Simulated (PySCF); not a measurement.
Dipole response of Yb⁺ (ytterbium, charge +1)

[Xe] 4f14 6s1, 2S determinant. Calculation: PySCF 2.14, in ANO-RCC-VTZP; the spin-free X2C one-electron Hamiltonian (Gaussian nucleus). Coupled (time-dependent) response in atomic units; α is the mean over directions. The basis has no added diffuse functions, which lowers α and C₆.

```tsv
method	mean α (bohr³)	C₆ (like pair)	S(−4)
UHF	84.50	708.8	5897
PBE	60.55	453.0	2906
```

S(−4) is the Cauchy moment in α(ω) = α(0) + S(−4) ω² + …

α(iu) at PBE:

```csv
u (hartree),α(iu) (bohr³)
0,60.55
0.0500,54.14
0.100,41.55
0.200,22.97
0.300,14.46
0.500,8.138
0.750,5.453
1.00,4.183
1.50,2.852
2.00,2.124
3.00,1.341
5.00,0.6868
```

A single London oscillator, α(iu) = α/(1 + u²/ω²), gives C₆ = (3/4) ω α². Matching the computed C₆ needs ω = 4 × 453.0 / (3 × 60.55²) = 0.165 hartree.

For an ion, C₆ is the dispersion term alone; charge-induced terms of lower order in 1/R come first.

Spin-orbit coupling, which splits the p, d and f shells strongly at this Z, is absent.
